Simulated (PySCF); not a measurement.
SeCl2, SMILES Cl[Se]Cl.

Geometry: ωB97X-D3(BJ)/def2-TZVP. The isomer is the one that the SMILES or the coordinates give; other isomers of the formula were not compared.

Two levels are set side by side: TDDFT-PBE/def2-SVPD (PySCF) and TDDFT-LC-ωPBE/def2-SVPD (PySCF). Vertical, same geometry. The lowest singlet is HOMO→LUMO 100 % with PBE and HOMO→LUMO+1 96 % with the other functional; states are paired by order. Differences are taken from unrounded values.

```json
[
 {"quantity": "lowest singlet excitation (eV)", "TDDFT-LC-ωPBE": "3.05"},
 {"quantity": "lowest triplet excitation (TDA) (eV)", "TDDFT-LC-ωPBE": "2.25"},
 {"quantity": "first bright state (f over 0.05) (eV)", "TDDFT-LC-ωPBE": "7.41"},
 {"quantity": "its oscillator strength", "TDDFT-LC-ωPBE": "0.23"}
]
```

Task: What does TDDFT-PBE give, and how far is it from TDDFT-LC-ωPBE? (Estimate from the structure and the level; the computed values follow.)

Result: 
```csv
quantity,TDDFT-PBE,TDDFT-PBE minus TDDFT-LC-ωPBE
lowest singlet excitation (eV),2.55,-0.50
lowest triplet excitation (TDA) (eV),1.89,-0.36
first bright state (f over 0.05) (eV),5.93,-1.48
its oscillator strength,0.10,-0.13
```

Functionals without exact exchange tend to place singlet excitations lower, as here. Differences between two approximate levels are no errors against the true value.

Rough cost on one machine, each run with all the roots and properties that it gave: TDDFT-LC-ωPBE against TDDFT-PBE about 4 times.
